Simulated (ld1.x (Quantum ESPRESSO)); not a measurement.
## Plane-wave convergence, TM potential for Te

- Element: Te
- Generator: ld1.x (Quantum ESPRESSO) 7.5
- Type: norm-conserving Troullier–Martins (Kleinman–Bylander form)
- Functional: PW91
- Relativity: scalar-relativistic
- Frozen core: [Ar] 3d10
- Valence charge: 24
- Reference configuration: 4s2 4p6 4d10 5s2 5p4
- Partial waves: 4p (bound): rc 1.20 bohr; 4d (bound): rc 1.50 bohr; 4s (bound): rc 1.00 bohr
- Local potential: the s channel
- Core correction: Bessel-smoothed model core inside 1.06 bohr

Occupied shells without a wave of their own: 5p, 5s. They enter only through the test configuration that unscreens the potential, and ld1.x also counts them in the model core charge.

The pseudo-atom Hamiltonian at the reference potential is diagonalised in spherical Bessel functions j_l(qr) that vanish at 20 bohr, with q² up to the cutoff. All-electron valence levels (Ry): 4p -8.4110, 5p -0.4411, 4d -3.0645, 4s -12.0837, 5s -1.1158.

How do the lowest levels (Ry) of each channel move with the cutoff, and are there ghosts?

| cutoff (Ry) | p #1 | p #2 | d #1 | d #2 | s #1 | s #2 | f #1 | Σ f·Δε (mRy) |
| --- | --- | --- | --- | --- | --- | --- | --- | --- |
| 8 | -3.7891 | -0.0865 | -0.1280 | 0.0742 | -10.2190 | -0.7357 | 0.1177 | 63318.1 |
| 25 | -7.9687 | -0.3767 | -1.5779 | 0.0626 | -11.0997 | -1.0806 | 0.1177 | 20129.1 |
| 50 | -8.3963 | -0.4718 | -2.8765 | 0.0586 | -11.8848 | -1.1516 | 0.1177 | 2484.9 |
| 100 | -8.4103 | -0.4770 | -3.0642 | 0.0578 | -12.0365 | -1.1938 | 0.1177 | 116.3 |
| 180 | -8.4110 | -0.4778 | -3.0645 | 0.0578 | -12.0816 | -1.1983 | 0.1177 | 6.0 |
| 400 | -8.4110 | -0.4779 | -3.0645 | 0.0578 | -12.0837 | -1.1987 | 0.1177 | 0.0 |

Result: no extra level below or beside the all-electron valence levels (p, d, s, f tested); 10 mRy is reached at 180 Ry and 1 mRy at 300 Ry.

The potential misses its own reference levels by up to 1.1 eV, so it is not fit for use. ld1.x takes every shell without a wave as core, so the model core holds the 5p, 5s electrons as well and exchange and correlation see them twice. This cancels in the reference configuration, but the file is broken for other ones, and its errors say nothing about a proper core correction. Its largest configuration-test error is -4012 meV.
